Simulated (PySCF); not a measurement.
Ge(H)2 cation (GeH2), SMILES [GeH2] (connectivity only; charge and spin as stated), charge +1, multiplicity 2.

Geometry optimised at PBE-D3(BJ)/def2-TZVPD. The spin state was assumed, not searched. The isomer is the one that the SMILES or the coordinates give; other isomers of the formula were not compared.

Computed with PBE-D3(BJ)/def2-TZVPD (PySCF).

Frequencies are harmonic and unscaled.

**Question.** List the normal modes with their intensities. (An estimate is asked for; the answer gives what the named calculation found.)

**Answer.** 
| mode | ν (cm⁻¹) | IR (km/mol) | moving atoms (share of kinetic energy) |
|---|---|---|---|
| 1 | 796 | 10.0 | H 98 % |
| 2 | 1907 | 0.3 | H 99 % |
| 3 | 2011 | 0.3 | H 98 % |
